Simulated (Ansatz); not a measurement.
## Which is lower?

The two ends of one reaction step of Si₃N₃H₁₂, doublet (PBE0-D4/def2-TZVP).

A:

Si1  (1.270, -0.293, 1.212)
N2  (0.345, 0.267, -1.860)
Si3  (-0.639, -0.896, -2.667)
N4  (0.037, 0.871, 1.514)
Si5  (-1.514, 1.030, 0.768)
H6  (0.559, -1.509, 0.699)
H7  (1.307, 0.041, -1.651)
N8  (2.137, -0.465, 2.684)
H9  (0.263, 1.239, -2.115)
H10  (-2.028, -0.372, -2.686)
H11  (-0.571, -2.167, -1.903)
H12  (-0.249, -1.195, -4.078)
H13  (0.330, 1.644, 2.098)
H14  (-1.949, -0.296, 0.269)
H15  (-1.557, 2.019, -0.345)
H16  (-2.478, 1.512, 1.798)
H17  (1.666, -0.585, 3.568)
H18  (3.068, -0.845, 2.697)
(Å)

B:

| atom | x (Å) | y (Å) | z (Å) |
| --- | --- | --- | --- |
| Si1 | 0.2230 | 0.0630 | 1.0201 |
| N2 | 0.0370 | 0.3510 | -0.6733 |
| Si3 | 0.2401 | -0.7576 | -1.9796 |
| N4 | -0.8507 | 1.2147 | 1.7544 |
| Si5 | -2.2605 | 1.9115 | 1.0399 |
| H6 | -0.1985 | -1.3502 | 1.2738 |
| H7 | 2.4291 | -2.5967 | -0.4119 |
| N8 | 2.4424 | -1.7177 | 0.0919 |
| H9 | -0.0207 | 1.3266 | -0.9338 |
| H10 | -0.1710 | -2.1160 | -1.5497 |
| H11 | 1.6257 | -0.8252 | -2.5258 |
| H12 | -0.6331 | -0.3100 | -3.1011 |
| H13 | -0.6509 | 1.4869 | 2.7043 |
| H14 | -2.9327 | 2.7451 | 2.0732 |
| H15 | -3.2096 | 0.8773 | 0.5491 |
| H16 | -1.9315 | 2.7913 | -0.1181 |
| H17 | 2.6514 | -1.9248 | 1.0609 |
| H18 | 3.2107 | -1.1690 | -0.2743 |

Program: Ansatz 0.2.0. Basis: def2-TZVPP. Cores are frozen in the correlated methods; orbitals are unrestricted. B3LYP uses VWN-RPA correlation.

**Question.** Which structure is lower at CCSD(T), and by how much? (To be estimated.)

**Answer.** The calculation gives: B, by 18.5 kJ/mol (electronic energy, against the other). By their contacts, A is a complex of Si₂N₂H₇ ([NH2][SiH][NH][SiH3]) + SiNH₅ ([NH2][SiH3]) and B is a complex of Si₃N₂H₉ ([SiH3][NH][SiH][NH][SiH3]) + NH₃.

All methods give the same order:

```tsv
method	E(B) − E(A) (kJ/mol)
SPW92	-15.3
PBE-D4	-17.0
BLYP-D4	-17.8
r2SCAN-D4	-16.7
B97M-V	-18.4
PBE0-D4	-16.4
B3LYP-D4	-16.4
r2SCAN0-D4	-16.1
BHLYP-D4	-16.4
CAM-B3LYP-D4	-13.8
wB97X-V	-15.2
wB97M-V	-16.9
B2PLYP	-15.5
PBE-QIDH	-17.2
RPA on PBE	-19.5
HF	-11.5
MP2	-19.0
CCSD	-17.0
CCSD(T)	-18.5
```

T1 diagnostic: at most 0.013. ⟨S²⟩ of the unrestricted Hartree–Fock references: 0.75 (a pure state has 0.75).

Labels in which every atom is bracketed show which atoms are joined, not bond orders.

For scale, one of the runs: CCSD(T)/def2-TZVPP, 387 basis functions, launched by `ansatz run in.yaml --threads 4 --pin off --events-out ev --progress --plain --max-ram 46080MiB --backend cuda --devices 0, --max-vram 37GiB`. Hardware: 4 CPU threads of an AMD EPYC 7R13 and a share of one NVIDIA H100, shared host. Wall time 7.1 min; peak host memory 1.7 GiB.
